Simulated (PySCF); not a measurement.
methylcyclobutane (C5H10), SMILES CC1CCC1.

Geometry optimised at PBE0-D3(BJ)/def2-SVP.

Computed with TDDFT-LC-ωPBE/def2-SVPD in PySCF.

Vertical excitations. Isolated molecule, no solvent. State labels are in the subgroup Cs.

```
state  symmetry  energy (eV)  λ (nm)      f                                                                main pairs
-----  --------  -----------  ------  -----  ------------------------------------------------------------------------
S1           A'         9.05     137  0.002                                                            HOMO→LUMO 77 %
S2           A"         9.10     136  0.072                                      HOMO−1→LUMO 75 %, HOMO−1→LUMO+3 14 %
S3           A'         9.35     133  0.006                                       HOMO−2→LUMO 60 %, HOMO−2→LUMO+1 9 %
S4           A'         9.42     132  0.024                       HOMO→LUMO+1 39 %, HOMO→LUMO+3 33 %, HOMO−2→LUMO 9 %
S5           A"         9.54     130  0.000                  HOMO−1→LUMO+1 61 %, HOMO−1→LUMO+3 16 %, HOMO−3→LUMO 11 %
S6           A"         9.65     128  0.011  HOMO−1→LUMO+3 51 %, HOMO−1→LUMO 10 %, HOMO→LUMO+2 9 %, HOMO−1→LUMO+1 8 %
S7           A'         9.68     128  0.038                         HOMO→LUMO+1 37 %, HOMO→LUMO+3 36 %, HOMO→LUMO 7 %
S8           A"         9.81     126  0.006                                                          HOMO→LUMO+2 69 %
S9           A'         9.86     126  0.037                HOMO−2→LUMO+1 45 %, HOMO−1→LUMO+2 19 %, HOMO−2→LUMO+3 12 %
S10          A'         9.91     125  0.003                                    HOMO−1→LUMO+2 65 %, HOMO−2→LUMO+1 11 %
T1           A'         8.73     142      0                        HOMO→LUMO 54 %, HOMO→LUMO+3 12 %, HOMO−2→LUMO 10 %
T2           A"         8.76     142      0                                      HOMO−1→LUMO 66 %, HOMO−1→LUMO+3 16 %
T3           A'         8.99     138      0                     HOMO→LUMO+3 34 %, HOMO→LUMO+1 30 %, HOMO−2→LUMO+3 8 %
T4           A'         9.02     137      0                       HOMO−2→LUMO 48 %, HOMO→LUMO 16 %, HOMO−2→LUMO+1 7 %
```
Triplets are in the Tamm–Dancoff approximation, which puts them higher than full response would, so one can lie above its singlet here.
